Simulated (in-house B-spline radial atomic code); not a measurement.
Configurations of the neodymium ion Nd⁵⁺, with energies counted from [Kr] 4d10 4f2 5s2 5p5. Method: scalar-relativistic (X2C) PBE0, spin-polarised, spherical fractional occupations, exact exchange averaged over the configuration, Fermi nucleus of rms radius 4.9123 fm. Calculated with a radial B-spline atomic code at the basis-set limit. Shells without spins written out take the highest spin.

Occupations are held fixed; configurations that lie above the ionisation limit could autoionise.

```tsv
configuration	E - E(ref) (eV)	highest orbital	its <r> (bohr)
[Kr] 4d10 4f3 5s2 5p4	10.404	4f up	0.9124
[Kr] 4d10 4f2 5s2 5p4 6p1	42.821	6p up	3.107
[Kr] 4d9 4f2 5s2 5p5 6s1	148.18	6s up	2.737
[Kr] 4d9 4f2 5s2 5p5 6d1	164.78	6d up	3.773
```

Question: Order these further configurations by energy, lowest first.
A. [Kr] 4d10 4f2 5s2 5p4 5d1
B. [Kr] 4d10 4f2 5s2 5p4 6s1
C. [Kr] 4d9 4f3 5s2 5p5
D. [Xe] 4f1

Answer: D (-8.3797 eV), A (25.636 eV), B (35.924 eV), C (115.92 eV).

Question: Is the reference the lowest configuration at this level of theory?

Answer: No: [Xe] 4f1 lies 8.38 eV lower with this functional.
